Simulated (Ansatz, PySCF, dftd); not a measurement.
System: CH₅OSi, charge 0, doublet. CH5OSi (SMILES O([SiH2])C, doublet).
B3LYP-D3(BJ)/def2-TZVP minimum from Ansatz (a quantum-chemistry and plane-wave program):
```xyz
8

Si     1.0241    -0.4397    -0.0542
O     -0.2363     0.6239    -0.0976
C     -1.6044     0.2678     0.0247
H      2.2442     0.3875     0.1323
H      0.8432    -1.3890     1.0880
H     -2.1710     1.1760     0.2283
H     -1.9747    -0.1783    -0.9023
H     -1.7620    -0.4388     0.8456
```
Charge 0, spin multiplicity 2.

Wanted: enthalpy of formation at 298 K (by atomisation, with rigid-rotor harmonic-oscillator terms from PySCF's Hessian at B3LYP-D3(BJ)/def2-TZVP and the atoms' measured values of the G2/97 table; no spin-orbit terms), in kcal/mol. Radicals and triplets start from unrestricted determinants; spin-orbit coupling is neglected. Correlated methods leave the cores frozen. Rows without X2C or -DK are non-relativistic. CBS(X,Y): correlation extrapolated as X^-3, Hartree-Fock from the larger set. A bracket is a step between two methods taken in the basis named. The functionals are non-relativistic, so their misses hold any scalar relativity. Double hybrids freeze cores in their MP2 part. '+ core + X2C': CCSD(T) terms for core correlation (cc-pwCVTZ, 1s frozen past Ne) and scalar relativity (cc-pVTZ-DK). Where a partner has so few electrons that a lower coupled-cluster level is exact, that level stands in.

```tsv
level	program	enthalpy of formation at 298 K (kcal/mol)	difference against the last row
PBE0-D4/def2-TZVPD	Ansatz + dftd4	-16.8	4.4
B2PLYP-D4/def2-TZVPD	Ansatz + dftd4	-13.7	7.5
CCSD/cc-pV(Q+d)Z	Ansatz	-5.8	15.4
CCSD(T)/CBS(cc-pV(T+d)Z,cc-pV(Q+d)Z)	Ansatz	-20.7	0.5
CCSDT(Q)/cc-pV(D+d)Z	Ansatz	34.7	55.9
CCSD(T)/CBS(cc-pV(T+d)Z,cc-pV(Q+d)Z) + [CCSDT(Q) - CCSD(T)]/cc-pV(D+d)Z + core + X2C	Ansatz	-21.2	0.0
```
